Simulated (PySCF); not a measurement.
Bond stretch in SMILES [BeH2]. The Be1–H3 bond (Be1 also carries H; H3 carries nothing else) is varied alone, starting from the PBE0/def2-TZVP optimised geometry.

Level of theory: PySCF with CCSD(T) on UHF/cc-pVDZ.

Q: Relative to R = 1.34 Å, what are the energies at R = 1.12, 1.48, 2.96, 4.68 Å?

A: 11.7 kcal/mol at 1.12 Å, 2.9 kcal/mol at 1.48 Å, 81.4 kcal/mol at 2.96 Å, 92.8 kcal/mol at 4.68 Å.

The unrestricted determinant behind UCCSD(T) is spin-contaminated at 2.20 to 4.68 Å (<S²> up to 1.0, against 0.00 for a pure singlet).
